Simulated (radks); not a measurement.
Task: Valence configurations of Mo2+ (all share [Kr]). All-electron calculation, Dirac Kohn-Sham, PBE, spin-unpolarised, spherical densities, finite nucleus; open shells are shared between the two j in proportion to 2j + 1; Fermi nuclear charge, rms radius 4.4091 fm. Program: a radial shooting solver on a logarithmic mesh with Libxc functionals. Order these by energy: 4d3.5 5s0.5; 4d4; 4d2 5s2; 4d3 5p1; 4d3 5s1; 4d3.5 5p0.5.

Result: From the lowest, in eV above it: 4d4 0.000; 4d3.5 5s0.5 1.737; 4d3 5s1 3.837; 4d3.5 5p0.5 4.321; 4d2 5s2 9.191; 4d3 5p1 9.198. NIST lists [Kr] 4d4 as the ground configuration; this level of theory agrees among the configurations tried. The energies are those of spherical spin-averaged densities, not of single terms.
